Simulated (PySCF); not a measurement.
Identify the compound

Molecular formula: C₆H₈O. Simulated spectra:

1H NMR (500 MHz, computed): δ 7.42 (dd, J = 2.2, 1.5 Hz, 1H), 7.31 (q, J = 1.1 Hz, 1H), 6.42 (d, J = 2.2 Hz, 1H), 2.55 (qd, J = 8.5, 1.0 Hz, 2H), 1.17 (t, J = 8.5 Hz, 3H).

13C{1H} NMR (computed): δ 139.4 (CH), 135.3 (CH), 127.4 (C), 108.6 (CH), 24.6 (CH2), 19.9 (CH3).

PySCF 2.14 calculation with σ from GIAO-KT3/pcSseg-2, J: B3LYP/pcJ-1 (without the spin–dipole term) and geometry: PBE0-D3(BJ)/def2-SVP; no solvent, a single conformation, equivalent nuclei averaged, non-relativistic Hamiltonian.

Chemical shifts δ = σref − σ; 1H (σ = 31.35 ppm), 13C (σ = 181.31 ppm) against TMS, all at this level.

Question: What is the structure?

Answer: 
- Rings plus π bonds: 3 (1 ring in the answer).
- 6 carbon signals for 6 carbons: no two carbons are equivalent.
- Carbon types of the structure: 1 × C, 3 × CH, 1 × CH2, 1 × CH3, which accounts for all hydrogens.
- δC 139.4, 135.3: aromatic CH next to the ring oxygen.
- δC 127.4: substituted aromatic carbon.
- δC 108.6: aromatic CH.
- δC 24.6: sp3 CH2 on an aromatic ring; saturated and bonded to C and H only.
- δH 7.42, 7.31: hydrogen on an aromatic CH next to the ring oxygen; aromatic region.
- δH 6.42: hydrogen on an aromatic CH; aromatic region.
- δH 2.55: hydrogen on an sp3 CH2 on an aromatic ring; benzylic-type position, deshielded by the ring.
- The protons at 1.17 and 2.55 share a coupling of 8.5 Hz (vicinal).

Structure: 3-ethylfuran.

This is the structure that produced the data.

Splittings below 1 Hz are ignored in the labels, and close J values are merged. Unscaled 3J(H,H) at this level run about 10 % above measured values. Shifts are as computed, not scaled to solution data. Of 1211 compounds with measured shifts, 218 miss one by over three times the rms of a fit or turn the order of signals round; such compounds aren't used in these exercises.
